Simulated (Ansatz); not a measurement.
Cartesian coordinates (Å):
```xyz
11

C      1.1319     0.5501     0.0875
C     -0.2922     0.1207     0.1704
C     -0.6630    -1.2921    -0.1323
S     -1.5745     1.2874    -0.0301
H      1.3139     1.4774     0.6357
H      1.4522     0.7222    -0.9515
H      1.7859    -0.2208     0.5024
H     -0.0106    -1.9802     0.4120
H     -1.6951    -1.5119     0.1471
H     -0.5563    -1.5303    -1.2017
H     -0.8923     2.3774     0.3605
```
Charge 0, spin multiplicity 2.

Computed with frozen-core CCSD(T)/cc-pVTZ // B3LYP-D3(BJ)/def2-TZVP (Ansatz, a program for electronic structure).

The HF energy is -515.23177 Ha and the MP2 correlation energy comes out as -0.67783 Ha.

### Question
Estimate the CCSD correlation energy, the (T) correction, the total energy and the T1 diagnostic.

### Answer

The CCSD correlation energy is -0.73145 Ha and the (T) correction is -0.03030 Ha. The CCSD(T) total energy comes out as -515.99352 Ha. The T1 diagnostic is 0.015.
